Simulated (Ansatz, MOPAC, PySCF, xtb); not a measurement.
Dimer: C2H4 (SMILES C=C) (first 6 atoms) with C2H6O (SMILES COC); geometry from B3LYP-D3(BJ)/def2-TZVP, rigid monomers moved along the line of their centres of mass till H3···O8 is 2.22 Å.
(charge 0, multiplicity 1):
```xyz
15

C     -0.4438     0.2633     0.8613
C      0.7143    -0.1490     0.3659
H     -0.8217    -0.1025     1.8083
H     -1.0555     0.9864     0.3343
H      1.0965     0.2170    -0.5796
H      1.3275    -0.8756     0.8856
C     -0.5437     1.0412     4.3115
O     -0.5203    -0.3333     3.9916
C      0.7876    -0.8634     3.9965
H      0.0310     1.6294     3.5850
H     -0.1335     1.2243     5.3131
H     -1.5837     1.3634     4.2889
H      1.4293    -0.3475     3.2713
H      0.7138    -1.9153     3.7246
H      1.2474    -0.7809     4.9899
```

Interaction energies are E(AB) − E(A) − E(B) at the monomers' geometry in the complex; basis-set methods are counterpoise corrected. Rows marked so take none.

Frozen-core correlation. Rows in 6-31G* carry no dispersion term and start afresh at each structure (6-31G* with six Cartesian d functions). MP2/6-31G* freezes PySCF's default core. The state reached by PM6 isn't checked.

Codes used: Ansatz (a quantum-chemistry and plane-wave program) with Gaussian orbitals; MOPAC for PM6 (differences of heats of formation); PySCF for 6-31G* rows; xtb for the GFN methods. Values without a source in brackets are computed.

```json
[
 {"level": "GFN-FF", "interaction energy (kcal/mol)": "-1.20"},
 {"level": "PM6", "interaction energy (kcal/mol)": "-1.06"},
 {"level": "GFN2-xTB", "interaction energy (kcal/mol)": "-1.16"},
 {"level": "HF/aug-cc-pVDZ", "interaction energy (kcal/mol)": "2.07"},
 {"level": "B3LYP/6-31G* (no counterpoise)", "interaction energy (kcal/mol)": "-0.76"},
 {"level": "M06-2X/6-31G* (no counterpoise)", "interaction energy (kcal/mol)": "-3.08"},
 {"level": "MP2/6-31G*", "interaction energy (kcal/mol)": "[?]"},
 {"level": "MP2/aug-cc-pVDZ", "interaction energy (kcal/mol)": "-1.03"},
 {"level": "CCSD(T)/aug-cc-pVDZ", "interaction energy (kcal/mol)": "[?]"}
]
```

Question: What belongs in the gaps?

Answer: 
- MP2/6-31G*, interaction energy (kcal/mol): 0.43
- CCSD(T)/aug-cc-pVDZ, interaction energy (kcal/mol): -0.88
